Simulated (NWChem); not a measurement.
System: SnH₃O₂F; SMILES [OH][SnH]([OH])[F]

```xyz
7

Sn    -0.0008    -0.0349    -0.2520
O     -0.2011    -1.8480     0.5448
O      1.6438     0.8441     0.4663
F     -1.4198     1.1258     0.4460
H     -0.1085    -0.1796    -1.9549
H      0.0294    -1.8146     1.4944
H      1.3586     1.6406     0.9589
```
Atoms are numbered in this order, from 1.

All runs: NWChem. Medium grid unless said otherwise, to which SCAN and Minnesota functionals are sensitive. Coordinates come from a PBE-D3(BJ)/def2-SVP optimisation. def2 effective core potentials on Sn; no spin-orbit coupling. Hybrids' shares of exact exchange are those that their runs print; pure functionals count as 0. The functionals differ in more than this share.

```csv
row,share of exact exchange,highest occupied level (eV)
PBE/def2-SVP,0.00,-7.00
PW91/def2-SVP,0.00,-7.07
B3LYP/def2-SVP,0.20,-8.49
M06-2X/def2-SVP,0.54,-10.54
Hartree-Fock/def2-SVP,1.00,withheld
```

Question: Fit a straight line of the last column on the one before it, predict the withheld value, and compare with the run.

Answer: 
1. Means of the 4 shown rows: x = 0.185, y = -8.275. Slope Σ(x − x̄)(y − ȳ)/Σ(x − x̄)² = -1.266/0.1947 = -6.503; intercept -7.072.
2. The shown rows scatter about the line by 0.072 (root mean square); the largest residual is -0.12, at B3LYP/def2-SVP.
3. At x = 1.00 (Hartree-Fock/def2-SVP; beyond the shown range) the line gives -13.58.
4. The run gives -13.28, +0.30 from the line, 4.2 times the scatter.
